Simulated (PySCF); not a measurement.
A side-by-side comparison of computed properties.

First species: C₄H₁₅PSi₂.
SMILES: `C[Si](C)(C)CP[SiH3]`

Second species: C₉H₇P.
Geometry (GFN2-xTB, Å), atoms numbered from 1 in this order:
```
atom  x, y, z in Å
C1     2.1709   -1.0308    0.4119
C2     2.5408    0.1926   -0.1626
C3     1.5757    1.0838   -0.5447
C4     0.2062    0.7989   -0.3736
P5    -0.9453    2.0349   -0.9137
C6    -2.4311    1.2752   -0.5213
C7    -2.5765    0.0184    0.0658
C8    -1.5243   -0.7863    0.4091
C9    -0.1710   -0.4366    0.2080
C10    0.8502   -1.3336    0.5916
H11    2.9361   -1.7323    0.7116
H12    3.5867    0.4245   -0.3007
H13    1.8487    2.0313   -0.9895
H14   -3.3304    1.8321   -0.7554
H15   -3.5819   -0.3349    0.2578
H16   -1.7243   -1.7484    0.8608
H17    0.5623   -2.2767    1.0350
```

Levels: PBE0/pcSseg-1 for dipole moment, HOMO energy, LUMO energy and HOMO–LUMO gap; GFN2-xTB for rotational constant A and rotational constant C. Geometries: GFN2-xTB. Each structure is a single optimised conformer of the isolated species, non-relativistic unless stated; the electronic structure was computed with PySCF and density fitting.

Dipoles, sizes and rotational constants follow the conformer. The torsions of the flexible species, by atom-mapped SMILES:
- `[CH3:1][Si:2]([CH3:3])([CH3:4])[CH2:5][PH:6][SiH3:7]`: C1–Si2–C5–P6 63°, Si2–C5–P6–Si7 170°

Values for the first species:

```
Dipole moment         : 1.37 D
HOMO energy           : -6.87 eV
LUMO energy           : 0.30 eV
HOMO–LUMO gap         : 7.17 eV
Rotational constant A : 2.516 GHz
Rotational constant C : 0.608 GHz
```

Estimate the same properties for the second species, and the change in each.

| property | first | second | second less first |
| --- | --- | --- | --- |
| dipole moment | 1.37 D | 1.67 D | +0.30 D |
| HOMO energy | -6.87 eV | -6.39 eV | +0.48 eV |
| LUMO energy | 0.30 eV | -1.93 eV | -2.23 eV |
| HOMO–LUMO gap | 7.17 eV | 4.46 eV | -2.71 eV |
| rotational constant A | 2.516 GHz | 2.379 GHz | -0.137 GHz |
| rotational constant C | 0.608 GHz | 0.742 GHz | +0.134 GHz |

On the first: A dipole of 1.37 D is allowed in C1, and pure rotational transitions are dipole-allowed. In atomic units the dipole is 0.54 e·bohr (1 au = 2.5417 D).

On the second: In atomic units the dipole is 0.66 e·bohr (1 au = 2.5417 D).
